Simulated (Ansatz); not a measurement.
Relaxation of CH$_{7}$B$_{2}$FOSi (13 atoms, charge 0, multiplicity 1), to a largest force component of 0.02 eV/Å in at most 40 steps.

The calculation used RKS B3LYP/STO-3G in Ansatz.

```xyz
13
Properties=species:S:1:pos:R:3:forces:R:3
B 0.073 -2.336 -0.200 -1.99 1.61 -1.04
B 0.078 -1.281 1.102 -1.97 1.91 1.94
O -0.905 -0.173 1.218 3.70 -1.42 -0.91
Si 0.008 1.254 0.668 -3.51 1.39 0.90
C -0.140 1.322 -1.211 0.58 1.45 1.08
F -0.839 2.615 1.308 1.25 -2.13 -0.78
H -0.719 -2.082 -1.079 0.75 -0.69 0.47
H 0.802 -3.192 -0.289 0.92 -1.27 -0.34
H 0.828 -1.505 2.032 -0.50 0.60 -0.53
H 1.344 1.266 1.131 1.02 0.00 0.30
H 0.411 0.480 -1.609 0.25 -0.18 -0.75
H -1.181 1.288 -1.506 -0.51 -0.29 -0.26
H 0.260 2.310 -1.552 0.00 -0.97 -0.08
```

Task: Where does it end, and by what steps?

Result: The forces met the threshold. Limits of this set-up: minimal basis. After 35 steps the energy has fallen by 1.798 eV; H7 moved furthest, 2.63 Å.

```
step  energy less start (eV)  largest force component (eV/Å)  accepted
   0                  0.0000                           3.695       yes
   2                 -0.8617                           1.041       yes
   4                 -1.1736                           0.624       yes
   6                 -1.3810                           0.326       yes
   8                 -1.5338                           0.446       yes
  10                 -1.6504                           0.406       yes
  12                 -1.7281                           0.563       yes
  14                 -1.7805                           0.340       yes
  16                 -1.7930                           0.093       yes
  18                 -1.7944                           0.024       yes
  20                 -1.7947                           0.079        no
  22                 -1.7951                           0.045       yes
  24                 -1.7958                           0.034       yes
  26                 -1.7962                           0.051       yes
  28                 -1.7966                           0.050       yes
  30                 -1.7972                           0.035       yes
  32                 -1.7975                           0.022       yes
  34                 -1.7976                           0.023       yes
  35                 -1.7976                           0.009       yes
```

```xyz
13
Properties=species:S:1:pos:R:3
B -0.237 -3.027 0.355
B 0.150 -1.439 0.662
O -0.493 -0.397 0.105
Si -0.112 1.250 0.424
C 0.138 2.099 -1.227
F -1.421 1.838 1.201
H -0.990 -3.631 1.030
H 0.283 -3.646 -0.500
H 1.053 -1.255 1.415
H 1.066 1.340 1.271
H 0.992 1.665 -1.761
H -0.746 1.999 -1.868
H 0.337 3.169 -1.092
```

The run took 60 s on 1 thread of Intel(R) Xeon(R) 6975P-C (Granite Rapids) (shared host), peak memory 0.18 GiB.
